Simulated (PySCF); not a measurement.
## Worked example: oscillator strength and radiative lifetime

hexa-1,2-dien-4-yne (C₆H₆), SMILES C=C=CC#CC.

Geometry: PBE-D3(BJ)/def2-SVP.

PySCF 2.14.0 with TDDFT-CAM-B3LYP/def2-SVPD puts the first singlet state with f over 0.02 at 5.49 eV (vertical), with the transition dipole (1.623, -0.124, 0.313) in atomic units.

### Question
Find the oscillator strength, the wavelength and the radiative lifetime that this transition would have in vacuum if emission retraced absorption.

### Answer

|μ|² = 2.7475 au, so |μ| = 4.21 D. ΔE = 5.49/27.211 = 0.2018 hartree. f = (2/3) ΔE |μ|² = 0.370 (the program prints 0.370).
λ = 1239.84/5.49 = 226 nm; ν = 44280 cm⁻¹.
Einstein's coefficient A = 0.6670 ν² f s⁻¹ (ν in cm⁻¹) = 4.8e8 s⁻¹, so τ = 1/A = 2.1 ns. This state is S3; the lower singlets have f = 0.000, 0.000. The figure is the radiative limit of this one transition; relaxation, internal conversion, crossing to triplets and a medium change what is measured.
